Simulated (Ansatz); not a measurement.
Ansatz (a quantum-chemistry and plane-wave program) input file for benzotriazole (C₆H₅N₃), SMILES c1ccc2[nH]nnc2c1, B3LYP-D3(BJ)/def2-SVP. 

Ansatz 0.2 input:
```yaml
crystal:
  periodic: [false, false, false]
  atoms:
    - {symbol: C, position_ang: [0.67891079, -2.09323755, -0.00000000]}
    - {symbol: C, position_ang: [-0.72361078, -2.07091245, 0.00000000]}
    - {symbol: C, position_ang: [-1.43513261, -0.89268334, -0.00000000]}
    - {symbol: C, position_ang: [-0.69023557, 0.27984871, 0.00000000]}
    - {symbol: N, position_ang: [-0.99123901, 1.60672062, 0.00000000]}
    - {symbol: N, position_ang: [0.14082380, 2.32838428, -0.00000000]}
    - {symbol: N, position_ang: [1.14798192, 1.56705800, -0.00000000]}
    - {symbol: C, position_ang: [0.72790743, 0.26844988, 0.00000001]}
    - {symbol: C, position_ang: [1.42540501, -0.93903465, -0.00000000]}
    - {symbol: H, position_ang: [1.17813211, -3.05064947, -0.00000000]}
    - {symbol: H, position_ang: [-1.25762419, -3.00934560, -0.00000000]}
    - {symbol: H, position_ang: [-2.51420811, -0.87684275, 0.00000000]}
    - {symbol: H, position_ang: [-1.89169207, 2.05687132, 0.00000000]}
    - {symbol: H, position_ang: [2.50295960, -0.94975735, 0.00000000]}
basis:
  gaussian:
    orbitals: def2-SVP
hamiltonian:
  xc: b3lyp
  dispersion: d3bj
relax: {f_tol: 0.002, max_steps: 200}
```

Output:

```
WARN ansatz: RAYON_NUM_THREADS=2 ignored (pool sized by the plan → 2); use --threads N
Functional definition: B3LYP
integrals: 0.16 GiB planned
1771 factors; integrals over basis functions are off by at most 4.7e-4 eV
mean field: 1.07 GiB planned
mean field evaluation 1: about -10756.1082 eV, gradient 5.5e1 eV
mean field evaluation 2: about -10753.3858 eV, gradient 6.5e1 eV
mean field evaluation 4: about -10764.0754 eV, gradient 4.5e0 eV
mean field evaluation 8: about -10764.2087 eV, gradient 2.9e-1 eV
mean field evaluation 16: about -10764.2089 eV, gradient 1.5e-4 eV
mean field -10764.20885923 eV, -395.5773793338 hartree, gradient 3.0e-5 eV, S^2 0.000000; 0 other end points of the search recorded, 0 dependent functions left out
the calculation of the forces begins
reference -10764.20910435 eV, -395.5773883420 hartree; 31, 31 occupied and 120, 120 virtual orbitals, 1771 factors
relax step   1: F+E_penalty+E_count = -10764.92534754 eV  Δ(F+E_penalty+E_count) = +0.000e0 eV  max|allowed force component| = 1.766e0 eV/Å  Δτ_max = 0.0000 Å  (32 SCF iters, accepted)
these checks for a lower state are left out or cut short: starts, cluster_reference, orbital_swaps, neighbouring_geometries, increment
integrals: 0.16 GiB planned
1771 factors; integrals over basis functions are off by at most 4.8e-4 eV
mean field: 1.07 GiB planned
mean field -10764.27458004 eV, -395.5797945292 hartree, gradient 9.3e-6 eV, S^2 0.000000; 0 other end points of the search recorded, 0 dependent functions left out
the calculation of the forces begins
reference -10764.27482726 eV, -395.5798036143 hartree; 31, 31 occupied and 120, 120 virtual orbitals, 1771 factors
relax step   2: F+E_penalty+E_count = -10764.99061666 eV  Δ(F+E_penalty+E_count) = -6.527e-2 eV  max|allowed force component| = 5.446e-1 eV/Å  Δτ_max = 0.0278 Å  (35 SCF iters, accepted)
these checks for a lower state are left out or cut short: starts, cluster_reference, orbital_swaps, neighbouring_geometries, increment
integrals: 0.16 GiB planned
1771 factors; integrals over basis functions are off by at most 4.8e-4 eV
mean field: 1.07 GiB planned
mean field evaluation 32: about -10764.2818 eV, gradient 3.3e-4 eV
mean field -10764.28184180 eV, -395.5800613940 hartree, gradient 2.6e-5 eV, S^2 0.000000; 0 other end points of the search recorded, 0 dependent functions left out
the calculation of the forces begins
reference -10764.28208974 eV, -395.5800705056 hartree; 31, 31 occupied and 120, 120 virtual orbitals, 1771 factors
relax step   3: F+E_penalty+E_count = -10764.99758490 eV  Δ(F+E_penalty+E_count) = -6.968e-3 eV  max|allowed force component| = 7.088e-2 eV/Å  Δτ_max = 0.0097 Å  (34 SCF iters, accepted)
these checks for a lower state are left out or cut short: starts, cluster_reference, orbital_swaps, neighbouring_geometries, increment
integrals: 0.16 GiB planned
1771 factors; integrals over basis functions are off by at most 4.8e-4 eV
mean field: 1.07 GiB planned
mean field -10764.28212788 eV, -395.5800719070 hartree, gradient 1.4e-5 eV, S^2 0.000000; 0 other end points of the search recorded, 0 dependent functions left out
the calculation of the forces begins
reference -10764.28237580 eV, -395.5800810182 hartree; 31, 31 occupied and 120, 120 virtual orbitals, 1771 factors
relax step   4: F+E_penalty+E_count = -10764.99776059 eV  Δ(F+E_penalty+E_count) = -1.757e-4 eV  max|allowed force component| = 2.805e-2 eV/Å  Δτ_max = 0.0074 Å  (27 SCF iters, accepted)
these checks for a lower state are left out or cut short: starts, cluster_reference, orbital_swaps, neighbouring_geometries, increment
integrals: 0.16 GiB planned
1771 factors; integrals over basis functions are off by at most 4.8e-4 eV
mean field: 1.07 GiB planned
mean field -10764.28216378 eV, -395.5800732263 hartree, gradient 8.1e-5 eV, S^2 0.000000; 0 other end points of the search recorded, 0 dependent functions left out
the calculation of the forces begins
reference -10764.28241173 eV, -395.5800823383 hartree; 31, 31 occupied and 120, 120 virtual orbitals, 1771 factors
relax step   5: F+E_penalty+E_count = -10764.99779556 eV  Δ(F+E_penalty+E_count) = -3.497e-5 eV  max|allowed force component| = 1.733e-2 eV/Å  Δτ_max = 0.0015 Å  (24 SCF iters, accepted)
these checks for a lower state are left out or cut short: starts, cluster_reference, orbital_swaps, neighbouring_geometries, increment
integrals: 0.16 GiB planned
1771 factors; integrals over basis functions are off by at most 4.8e-4 eV
mean field: 1.07 GiB planned
mean field -10764.28215782 eV, -395.5800730073 hartree, gradient 4.2e-5 eV, S^2 0.000000; 0 other end points of the search recorded, 0 dependent functions left out
the calculation of the forces begins
reference -10764.28240577 eV, -395.5800821192 hartree; 31, 31 occupied and 120, 120 virtual orbitals, 1771 factors
relax step   6: F+E_penalty+E_count = -10764.99780898 eV  Δ(F+E_penalty+E_count) = -1.342e-5 eV  max|allowed force component| = 2.599e-3 eV/Å  Δτ_max = 0.0006 Å  (23 SCF iters, accepted)
these checks for a lower state are left out or cut short: starts, cluster_reference, orbital_swaps, neighbouring_geometries, increment
integrals: 0.16 GiB planned
1771 factors; integrals over basis functions are off by at most 4.8e-4 eV
mean field: 1.07 GiB planned
mean field -10764.28216261 eV, -395.5800731835 hartree, gradient 1.3e-5 eV, S^2 0.000000; 0 other end points of the search recorded, 0 dependent functions left out
the calculation of the forces begins
reference -10764.28241056 eV, -395.5800822955 hartree; 31, 31 occupied and 120, 120 virtual orbitals, 1771 factors
relax step   7: F+E_penalty+E_count = -10764.99780928 eV  Δ(F+E_penalty+E_count) = -2.934e-7 eV  max|allowed force component| = 4.320e-4 eV/Å  Δτ_max = 0.0002 Å  (22 SCF iters, accepted)
integrals: 0.16 GiB planned
1771 factors; integrals over basis functions are off by at most 4.8e-4 eV
mean field: 1.07 GiB planned
mean field evaluation 64: about -10764.1802 eV, gradient 2.3e0 eV
mean field -10764.28216261 eV, -395.5800731835 hartree, gradient 1.3e-5 eV, S^2 0.000000; 1 other end points of the search recorded, 0 dependent functions left out
the calculation of the forces begins
reference -10764.28241056 eV, -395.5800822955 hartree; 31, 31 occupied and 120, 120 virtual orbitals, 1771 factors
Total energy: -10764.99805723 eV, -395.6063818253 hartree
Atom 0 at     0.686706    -2.111284    -0.000000 Å, force     0.000265     0.000079     0.000000 eV/Å
Atom 1 at    -0.730793    -2.089010    -0.000000 Å, force    -0.000194     0.000121    -0.000000 eV/Å
Atom 2 at    -1.448958    -0.899131    -0.000000 Å, force    -0.000039    -0.000325     0.000000 eV/Å
Atom 3 at    -0.693917     0.284432     0.000000 Å, force     0.000186     0.000311    -0.000000 eV/Å
Atom 4 at    -0.988560     1.617849     0.000000 Å, force     0.000120     0.000108     0.000000 eV/Å
Atom 5 at     0.144405     2.365230     0.000000 Å, force    -0.000432     0.000231     0.000000 eV/Å
Atom 6 at     1.163256     1.582478     0.000000 Å, force     0.000036    -0.000271    -0.000000 eV/Å
Atom 7 at     0.720691     0.275684     0.000000 Å, force    -0.000191     0.000061     0.000000 eV/Å
Atom 8 at     1.428748    -0.938341    -0.000000 Å, force    -0.000158    -0.000151    -0.000000 eV/Å
Atom 9 at     1.198908    -3.075832     0.000000 Å, force    -0.000078     0.000027     0.000000 eV/Å
Atom 10 at    -1.273500    -3.037220     0.000000 Å, force     0.000034     0.000009     0.000000 eV/Å
Atom 11 at    -2.540331    -0.891666     0.000000 Å, force     0.000119    -0.000004    -0.000000 eV/Å
Atom 12 at    -1.888081     2.082857    -0.000000 Å, force     0.000239    -0.000114    -0.000000 eV/Å
Atom 13 at     2.519806    -0.941176    -0.000000 Å, force     0.000095    -0.000083    -0.000000 eV/Å
Dipole moment:    -0.681165    -0.459443     0.000000 e Å
```

The calculation finished and met its thresholds.

Cost: very roughly 90 core-seconds.
